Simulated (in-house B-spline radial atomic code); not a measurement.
How numerical settings move a run on Pd IV (Pd3+), [Kr] 4d7. Computed with an all-electron radial atomic-structure program (B-spline basis): non-relativistic PBEsol, spherical fractional occupations, point nucleus.

Command:
```bash
python run_scf.py task.json out
```
Settings of the sound reference run:
```
Z                46
electrons        43
configuration    [Kr] 4d7
hamiltonian      nr
method           pbesol
spin_polarised   False
knot_spacing     0.22
spline_order     8
gauss_points     12
box_radius       16.22
max_iterations   70
damping          0.5
damped_steps     3
diis_vectors     10
tolerance        1e-08
start            Thomas-Fermi
```

Time taken, with all properties: 0.23 s on 1 thread of Intel(R) Xeon(R) 6975P-C, with other jobs on the host.

It converges in 10 iterations to -4935.075830 hartree, with 4d at -42.1203 eV. The other runs change the listed settings, some to values that make no sense; their results aren't properties of the atom or ion. Radii are in bohr (the nuclear one in fm), a minus after a letter asks for a j subshell, and «unchanged» means within 1e-8 hartree. The run stops when the residual is below 10 × tolerance × max(1, Z/10), or a noise floor if that is larger, and the energy moves by less than 1e-8 × √|E| hartree; so very loose and very tight tolerances often act alike.

```tsv
changed settings	outcome
max_iterations = 3	not converged after 3 iterations, last residual 8.1e-02, last energy +2.63e-01 hartree from the reference
electrons = 44, configuration = [Kr] 4d7 2f1, max_iterations = 50	stopped with error: there is no 2f shell
box_radius = 1.62	converged in 8 iterations, energy +1.44e+01 hartree from the reference, 4d level +7.1e+01 eV (the program warns: 4d has a positive eigenvalue: unbound, held by the box; 3s reaches the box edge)
box_radius = 64.88	converged in 10 iterations, energy unchanged
gauss_points = 4, max_iterations = 3, damping = 0.95, tolerance = 0.01	not converged after 3 iterations, last residual 4.3e-01, last energy +5.74e+00 hartree from the reference
electrons = 47, configuration = [Kr] 4d11, max_iterations = 60	stopped with error: shell 4d holds at most 10 electrons
box_radius = 0.97	converged in 8 iterations, energy +1.62e+02 hartree from the reference, 4d level +4.5e+02 eV (the program warns: 4d has a positive eigenvalue: unbound, held by the box; 4s has a positive eigenvalue: unbound, held by the box)
box_radius = 2.43	converged in 9 iterations, energy +1.14e+00 hartree from the reference, 4d level +1.1e+01 eV (the program warns: 4d reaches the box edge; 4s reaches the box edge)
gauss_points = 16, max_iterations = 2, damped_steps = 0, tolerance = 0.0001	not converged after 2 iterations, last residual 4.7e-01, last energy +6.65e+00 hartree from the reference
box_radius = 8.11	converged in 10 iterations, energy +1.67e-08 hartree from the reference, 4d level +5.9e-06 eV
gauss_points = 5, max_iterations = 50, damped_steps = 0, tolerance = 1e-13	converged in 9 iterations, energy +3.78e-08 hartree from the reference, 4d level +1.9e-06 eV
knot_spacing = 0.55, box_radius = 0.65, max_iterations = 8, tolerance = 1e-05	converged in 7 iterations, energy +7.23e+02 hartree from the reference, 4d level +1.5e+03 eV (the program warns: 4d has a positive eigenvalue: unbound, held by the box; 3s has a positive eigenvalue: unbound, held by the box)
```

Problem. What happens with max_iterations = 8?

Solution. Not converged after 8 iterations, last residual 1.5e-05, last energy +6.10e-09 hartree from the reference.

Problem. What happens with max_iterations = 100, damped_steps = 8, tolerance = 0.01?

Solution. Converged in 11 iterations, energy unchanged, 4d level +1.4e-04 eV.

Problem. What happens with max_iterations = 5?

Solution. Not converged after 5 iterations, last residual 9.4e-03, last energy +2.43e-03 hartree from the reference.

Problem. What happens with start = bare nucleus?

Solution. Converged in 11 iterations, energy unchanged, 4d level +4.8e-06 eV.
